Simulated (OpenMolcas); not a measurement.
## Lines of Ru III: computed and rescaled rates

- Program: OpenMolcas
- Method: MS-CASPT2, IPEA 0.25 Eh, imaginary shift 0.1 Eh (closed shells correlated: 4s 4p)
- Basis: ANO-RCC-VTZP [7s6p4d2f1g]
- Scalar Hamiltonian: DKH2, point nucleus
- Active space: 6 electrons in 5 orbitals (4d)
- State averaging: 2S+1 = 5 even, 5 roots; 2S+1 = 3 even, 45 roots kept (CI in the orbitals of an earlier block); 2S+1 = 1 even, 50 roots kept (CI in the orbitals of an earlier block)
- Spin-orbit coupling: RASSI with atomic mean-field integrals over the reference wave functions, term energies averaged over their components

Rates come from the transition moments of the reference wave functions (E1 and E2 in the length form). At fixed line strength A goes as λ^-3 for E1 and M1 and as λ^-5 for E2, so a rate at the computed wavelength can be rescaled to the measured one. Measured vacuum wavelengths follow from level energies in Moore, Atomic Energy Levels, vol. III, NSRDS-NBS 35 (1971 reprint of NBS Circular 467, 1958). Branching counts decays inside the model space alone, at computed energies, and the table is only a selection of the M1 lines, drawn from those between levels with measured partners whose computed energy lies within a factor of 1.5 of the measured one.

| Upper | Lower | Type | λ computed (nm) | λ measured (nm) | A computed (s-1) | A rescaled (s-1) | Branching % |
| --- | --- | --- | --- | --- | --- | --- | --- |
| 4d⁶ ⁵D₃ | 4d⁶ ⁵D₄ | M1 | 8657 | 8630 | 5.33e-02 | 5.38e-02 | 100.0 |
| 4d⁶ ⁵D₂ | 4d⁶ ⁵D₃ | M1 | 14490 | 14980 | 2.11e-02 | 1.91e-02 | 100.0 |
| 4d⁶ ⁵D₁ | 4d⁶ ⁵D₂ | M1 | 22240 | 22730 | 8.48e-03 | 7.94e-03 | 100.0 |
| 4d⁶ ⁵D₀ | 4d⁶ ⁵D₁ | M1 | 46250 | 47690 | 1.62e-03 | 1.48e-03 | 100.0 |

The largest correction is for 4d⁶ ⁵D₂ → 4d⁶ ⁵D₃ (M1): 2.11e-02 × (14490 / 14980)^3 = 1.91e-02 s-1, a factor of 0.91.

The computed rate and branching of 4d⁶ ⁵D₃ → 4d⁶ ⁵D₄ give the upper level a radiative lifetime of 1.000 / 5.33e-02 s-1 = 1.88e+01 s, counting decays inside the model space alone. The rescaled rate gives about 1.9e+01 s.

These are rates of the free ion; in crystals, glasses and complexes forced electric-dipole and non-radiative decay shorten such lifetimes by orders of magnitude. No measured rate stands beside these. Rescaling mends the energy factor alone: line strengths can still be far off where a level mixes with configurations outside the active space, and weak or spin-changing lines hang on small mixing coefficients that depend on the term gaps too, so rescaling need not improve them.

CASPT2 does not keep the components of a term degenerate, so their means are used; among the terms shown or strongly mixed into the levels shown the widest spread is 22 cm-1 (4d⁶ ⁵D). Levels of configurations with an s electron are missing; early in the row they begin among the upper levels of the d shell and mix with terms of their name. Measured partners are found by configuration, term and J. A level has none where our copy of the source lacks it or the pairing is in doubt (some pairs that miss far off the trend of their configuration count as doubtful). Levels of configurations outside the active space are missing.
